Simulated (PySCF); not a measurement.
**Radial density of Mn³⁺ (manganese, charge +3)**

UHF, [Ar] 3d4, high-spin 5D determinant. All numbers are calculated (PySCF 2.14, the non-relativistic Hamiltonian (point nucleus), in def2-TZVP (6s4p4d1f, 45 functions)).

```
r (bohr)  4πr²ρ (e/bohr)  4πr²(ρα − ρβ)
0.000860         0.09391         0.0000
 0.00145          0.2588         0.0000
 0.00243          0.6952         0.0000
 0.00409           1.813         0.0000
 0.00689           4.458         0.0001
  0.0116           9.989         0.0002
  0.0195           19.09         0.0004
  0.0328           28.20         0.0010
  0.0551           28.50         0.0038
  0.0927           23.03         0.0199
   0.156           30.44         0.1245
   0.262           27.85         0.6789
   0.441           11.62         2.4257
   0.742           14.83         3.9027
    1.25           6.286         2.2244
    2.10          0.5351         0.3510
    3.53        0.009594         0.0095
    5.94       2.470e-05         0.0000
```
